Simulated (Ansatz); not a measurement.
Spectroscopic constants of I$_{2}$+, multiplicity 4 (an upper state: multiplicity 2 came lower at CCSD(T)/def2-TZVPP on PBE0 minima). No spin–orbit coupling.

Constants: fifth-degree fit in 1/R to seven points, most abundant isotopes. In def2 and cc sets the state is the lowest found near the PBE0 minimum, followed along R.

Correlated levels freeze the inner cores; with def2 sets outer-core shells near the valence are correlated too.

Run with Ansatz (an electronic-structure program) with Gaussian orbitals. Each number belongs to the level named beside it. In def2 rows elements past Kr take small-core potentials, without spin–orbit coupling.

Q: What bond length and harmonic frequency does PBE/def2-TZVPP give?

A: r_e = 2.958 Å, ω_e = 144 cm⁻¹.

Q: What bond length and harmonic frequency does CCSD/def2-TZVPP give?

A: r_e = 2.898 Å, ω_e = 165 cm⁻¹.

Q: What bond length and harmonic frequency does CCSD(T)/def2-TZVPP give?

A: r_e = 2.968 Å, ω_e = 143 cm⁻¹.

Doubts at one or more of the structures used: other coupled-cluster roots lie near (CCSD/def2-TZVPP, CCSD(T)/def2-TZVPP).
